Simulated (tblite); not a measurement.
C6H13OP.
Structure used (GFN2-xTB), in Å, numbered top down from 1:
```
atom  x, y, z in Å
C1     2.753    0.945   -0.765
C2     1.810    0.033   -0.915
P3     0.515   -0.105    0.352
C4     0.661   -1.842    0.935
O5     0.622    0.879    1.434
C6    -1.077   -0.010   -0.600
C7    -1.149    1.391   -1.189
C8    -2.225   -0.271    0.362
H9     3.561    1.084   -1.467
H10    2.729    1.594    0.097
H11    1.780   -0.645   -1.756
H12   -0.057   -1.993    1.738
H13    1.665   -1.961    1.340
H14    0.496   -2.561    0.139
H15   -1.070   -0.757   -1.399
H16   -1.062    2.123   -0.388
H17   -0.332    1.557   -1.891
H18   -2.094    1.549   -1.708
H19   -2.116    0.371    1.235
H20   -3.182   -0.054   -0.111
H21   -2.234   -1.308    0.692
```

All values are computed: GFN2-xTB (tblite) harmonic vibrations without scaling, gas phase. This tight-binding method is rough: wavenumbers can miss measured ones by several per cent, in bad cases by 10 to 20. One conformer, not necessarily the lowest.

Harmonic wavenumbers (cm⁻¹): 50.9, 73.0, 143.3, 155.2, 178.1, 190.8, 203.4, 211.0, 249.6, 263.2, 294.9, 355.4, 422.0, 462.3, 552.2, 646.8, 696.0, 752.8, 838.8, 843.5, 910.2, 928.1, 940.8, 973.7, 983.7, 1016.5, 1022.8, 1138.0, 1171.0, 1230.1, 1242.6, 1263.0, 1292.6, 1306.9, 1379.7, 1402.8, 1414.8, 1425.2, 1440.9, 1484.2, 1488.2, 1496.4, 1497.8, 1665.4, 2928.4, 3004.3, 3008.3, 3011.9, 3013.0, 3015.1, 3021.9, 3026.5, 3027.1, 3036.7, 3055.5, 3077.8, 3108.5.

A = 2254, B = 1433, C = 1145 MHz; mass 132.070 u (most abundant isotopes); point group C1, symmetry number 1.

Question: What is the zero-point energy?

Answer: ½Σν̃ = 38517 cm⁻¹ = 110.12 kcal/mol.

Question: What is S at 298.15 K and 1 bar for an ideal gas of classical rigid rotors and harmonic oscillators?

Answer: Translation 40.57, rotation 28.85, vibration 33.51: S = 102.9 cal/(mol K).

Question: And Cp and H(298.15 K) − H(0)?

Answer: Cp = 42.47 cal/(mol K), of which vibrations give 34.52 (their classical limit is 57 R = 113.3); H(298.15 K) − H(0) = 7.76 kcal/mol without the zero-point energy, 5.39 from vibrations.

Question: Which modes carry the vibrational entropy at 298.15 K?

Answer: 50.9 cm⁻¹: 4.78; 73.0 cm⁻¹: 4.07; 143.3 cm⁻¹: 2.76; 155.2 cm⁻¹: 2.61; 178.1 cm⁻¹: 2.35; 190.8 cm⁻¹: 2.22 cal/(mol K); the other 51 give 14.72 together.

Question: What must be added to the electronic energy to get the Gibbs energy at 298.15 K and 1 bar?

Answer: ZPE + [H(298.15 K) − H(0)] − T·S = 110.12 + 7.76 − 30.69 = 87.19 kcal/mol.

Question: Blend soft modes into free rotors: weight 1/[1 + (100 cm⁻¹/ν̃)⁴] for the oscillator and the rest for a rotor with moment μB/(μ + B), μ = h/(8π²ν), B = 10⁻⁴⁴ kg m². What vibrational entropy results?

Answer: 31.58 cal/(mol K) in place of 33.51, which changes −T·S at 298.15 K by +0.58 kcal/mol.

Question: How do the functions run with temperature in this model?

Answer: 
```
 T (K)  S (cal/(mol K))  Cp (cal/(mol K))  H − H(0) (kcal/mol)  G − H(0) (kcal/mol)  ln q(vib)
    50             58.0              13.1                 0.49                -2.41       0.44
   100             69.7              21.3                 1.36                -5.61       1.66
373.15            113.3              50.1                11.23               -31.05      10.04
   500            129.6              61.5                18.33               -46.47      13.76
   750            157.9              78.1                35.93               -82.51      20.73
  1000            182.0              89.3                56.94              -125.08      27.16
```

q(vib) and H(0) count from the zero-point level.

Hindered rotation and anharmonicity are outside this model. Other conformers, if any are populated, would add a mixing term that is left out. The structure is chiral; the term R ln 2 for an equal mix with its mirror image is left out.
